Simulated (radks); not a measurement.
Results of a calculation; reference values are marked as such.
Numerical settings for the sulfur ion S8+, [He] 2s2 2p4. Level of theory: non-relativistic Kohn-Sham, TPSS, spin-polarised, spherical densities, point nucleus; open shells are filled with parallel spins first; meta-GGA in the generalised Kohn-Sham scheme (a radial shooting solver on a logarithmic mesh with Libxc functionals). The defaults (mesh step 0.008 in ln r, mesh end at 40 bohr or more with all orbitals vanishing there, Anderson mixing 0.5 over 9 steps, residual threshold near 1e-9 with the energy settled to 1e-9 hartree or 1e-11 of itself, here a cap of 82 iterations) give E = -365.531 hartree and 2p at -353.58 eV in 13 iterations. Times are rough (one thread of a shared host). Changes against that run (0 stands for a change within the tolerance of the run):

\begin{tabular}{lrrrrr}
setting & iterations & converged & E (mhartree) & e(2p) (meV) & CPU (s) \\ \hline
mesh step in ln r 0.005 & 16 & yes & 0 & 0 & 0.25 \\
mesh step in ln r 0.05 & 9 & yes & -0.00124 & +0.0138 & 0.03 \\
mesh step in ln r 0.08 & 2 & no & diverged & - & 0.01 \\
mesh end (bohr) 5 & 13 & yes & 0 & 0 & 0.13 \\
mesh end (bohr) 20 & 13 & yes & 0 & 0 & 0.13 \\
residual threshold 0.01 & 7 & yes & 0 & -2.76 & 0.08 \\
residual threshold 1e-05 & 9 & yes & 0 & 0 & 0.1 \\
mixing 0.01 & 14 & yes & 0 & -0.00411 & 0.15 \\
linear mixing, mixing 0.8 & 82 & no & 0 & 0 & 0.64 \\
linear mixing, mixing 0.05 & 82 & no & +0.0936 & -1.55e+03 & 0.75 \\
mixing history 2 & 82 & no & 0 & 0 & 0.67 \\
iteration cap 8 & 8 & no & 0 & 0 & 0.08 \\
\end{tabular}

No run marked as converged misses the energy by more than 1 mhartree. A mesh that ends early acts as a hard wall.
